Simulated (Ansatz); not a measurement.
Z-matrix (Å, degrees):
```
Si
N 1 1.707
Ga 1 2.420 2 117.7
N 1 1.702 2 110.3 3 113.6
H 1 1.490 2 103.8 3 -119.1
H 2 1.007 1 122.0 3 -59.0
H 2 1.007 1 120.6 3 93.5
F 3 1.757 1 128.0 2 -52.5
Cl 3 2.164 1 121.6 2 125.7
H 4 1.006 1 122.1 2 -139.4
H 4 1.007 1 123.0 2 57.3
```

The species carries charge 0 and has multiplicity 1.

(1) List the CAM-B3LYP/def2-TZVPP orbital energies in eV (Ansatz 0.2.0). (Best estimate.)

Answers

(1) The calculation gave: Occupied: -10140.28, -2763.84, -1801.88, -1251.86, -1109.17, -1109.07, -1109.04, -672.12, -391.43, -391.39, -258.60, -197.63, -197.53, -197.51, -152.25, -146.33, -105.74, -105.52, -105.44, -101.69, -101.65, -101.64, -32.74, -26.10, -25.70, -25.48, -25.45, -25.38, -25.31, -25.20, -23.57, -17.23, -15.92, -15.88, -14.54, -13.77, -12.66, -12.46, -12.37, -11.99, -10.68, -10.41, -10.28, -9.59, -8.69. Lowest empty: -0.66, 0.57, 0.92, 1.60, 2.65, 2.89, 3.22, 3.47.
